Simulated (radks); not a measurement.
Valence configurations of Au (all share [Xe]). All-electron calculation, scalar-relativistic Kohn-Sham, LDA (Slater exchange, Perdew-Wang correlation), spin-polarised, spherical densities, point nucleus; open shells are filled with parallel spins first (spin-orbit coupling, left out, can overturn this in heavy ions). Program: a radial shooting solver on a logarithmic mesh with Libxc functionals. Energies are relative to 4f14 5d10 6s1; eigenvalues in eV for spin up.

valence,E (eV),moment (Bohr magnetons),e(4f),e(5d),e(6p),e(6s)
4f14 5d10 6s1,0.000,1,-81.559,-7.214,-,-6.338
4f14 5d9.5 6s1.5,0.702,1,-83.058,-8.297,-,-6.705
4f14 5d10 6p1,5.415,1,-83.642,-9.174,-2.193,-
4f14 5d9 6s1 6p1,6.867,3,-86.526,-11.409,-2.604,-8.845
4f14 5d9 6s2,1.616,1,-84.621,-9.423,-,-7.079
4f13 5d10 6s1 6p1,87.616,3,-98.643,-12.363,-2.574,-8.846
4f13 5d10 6s2,82.110,1,-96.643,-10.274,-,-6.996
4f14 5d10 6s0.5 6p0.5,2.665,1,-82.653,-8.250,-1.707,-7.117
4f13.5 5d10 6s1.5,39.469,1,-88.966,-8.674,-,-6.653
4f13.5 5d10 6s1 6p0.5,42.008,2,-90.009,-9.773,-1.895,-7.638

NIST lists [Xe] 4f14 5d10 6s1 as the ground configuration; this level of theory agrees among the configurations tried. The energies are those of spherical high-spin densities, not of single terms.
